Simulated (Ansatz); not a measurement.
Reaction (redistribution): `SP1N[SiH2]1` + `C1[SiH2]C[SiH2]1` → `N1[SiH2]P1` + `S[SiH]1C[SiH2]C1`

Gas-phase electronic energies from Ansatz, PBE0-D4/def2-TZVP geometries. CCSD(T)/CBS adds triple-zeta CCSD(T) − MP2 to the extrapolated MP2 energy (def2 sets, frozen cores). DFT in def2-TZVPP. B3LYP here is the variant with VWN-RPA as its local correlation; programs differ in this. One conformer a species, not always the lowest.

```json
{"level": "B3LYP-D4", "ΔE (kcal/mol)": "-5.8"}
{"level": "ωB97X-V", "ΔE (kcal/mol)": "-7.4"}
{"level": "HF/def2-QZVPP", "ΔE (kcal/mol)": "-8.4"}
{"level": "SCS-MP2/def2-QZVPP", "ΔE (kcal/mol)": "-7.1"}
```

Q: What does CCSD(T)/CBS give? (Best estimate.)

A: The calculation gave: -7.2 kcal/mol. The listed levels differ from it by 1.4, -0.2, -1.2, 0.1 kcal/mol.

Largest T1 diagnostic among the species: 0.015.

From PBE to PBE0 (25 % exact exchange), in def2-TZVPP and without D4, ΔE moves by −1.3 kcal/mol.
